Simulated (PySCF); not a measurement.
# Al⁷⁺: ionisation energy

Al⁷⁺ [He] 2s2 2p2 [2p1/2^2, M_J = 0] → Al⁸⁺ [He] 2s2 2p1 [2p1/2^1, M_J = 1/2], as a difference of total energies. Calculation: PySCF 2.14, in an uncontracted even-tempered set (18 s from 0.78 bohr⁻², ratio 2.4; 11 p from 1 bohr⁻², ratio 2.4; 5 d from 4.7 bohr⁻², ratio 2.6; 5 f from 7.1 bohr⁻², ratio 2.6); the two-component X2C-1e Hamiltonian. Correlated levels: nothing frozen; the 30 highest virtual spinors dropped. "Screened" scales the spin-orbit matrix elements by Boettger's factors to mimic the two-electron term; Breit and QED terms are absent.

```tsv
method	ionisation energy (eV)
GHF (spin-free)	284.73
GMP2 (spin-free)	285.18
GHF (screened spin-orbit)	284.53
GMP2 (screened spin-orbit)	284.97
```

**Question.** How much does correlation contribute at GMP2 (screened spin-orbit)?

**Answer.** 284.97 − (284.53) = 0.44 eV, measured against GHF (screened spin-orbit).

The labels give the starting determinants; with spin-orbit coupling the two ends relaxed to ⟨J²⟩ = 1.88, ⟨L²⟩ = 2.00, ⟨S²⟩ = 2.00 and ⟨J²⟩ = 0.78, ⟨L²⟩ = 2.00, ⟨S²⟩ = 0.75.

The determinant of Al⁷⁺ mixes levels of different J (the jj label is only the starting occupation), so the difference between spin-free and spin-orbit rows is not the physical spin-orbit shift.

For comparison: 284.64 ± 0.07 eV (semi-empirical (NIST evaluation); NIST Atomic Spectra Database, ionization energies).
